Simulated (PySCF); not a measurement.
## Working out the ionisation energy of As⁺

As⁺ [Ar] 3d10 4s2 4p2 (3P) → As²⁺ [Ar] 3d10 4s2 4p1 (2P). All numbers are calculated (PySCF 2.14, scalar relativity by spin-free X2C-1e, in jorge-DZP-DKH (8s6p2d1f, 43 functions)). Frozen: [Ar] 3d10. Energies in hartree (1 hartree = 27.21139 eV):

| part | As⁺ (lower) | As²⁺ (upper) |
| --- | --- | --- |
| UHF | -2258.547142 | -2257.887609 |
| CCSD correlation | -0.033786 | -0.037025 |
| (T) | -0.000209 | -0.000144 |

Q: What does Hartree-Fock give?

A: (-2257.887609) − (-2258.547142) = 0.659533 hartree = 17.947 eV.

Q: What do CCSD and CCSD(T) give?

A: The CCSD correlation energies differ by -0.003239 hartree = -0.088 eV and the triples by 0.000065 hartree = 0.002 eV, so CCSD gives 17.859 eV and CCSD(T) 17.861 eV.

Reference: 18.589 eV (measured; NIST Atomic Spectra Database, ionization energies), between the lowest levels; spin-orbit coupling is absent from the calculation.

A double-zeta basis recovers only part of the correlation energy.

What remains against the reference includes basis incompleteness, the frozen core and higher excitations.
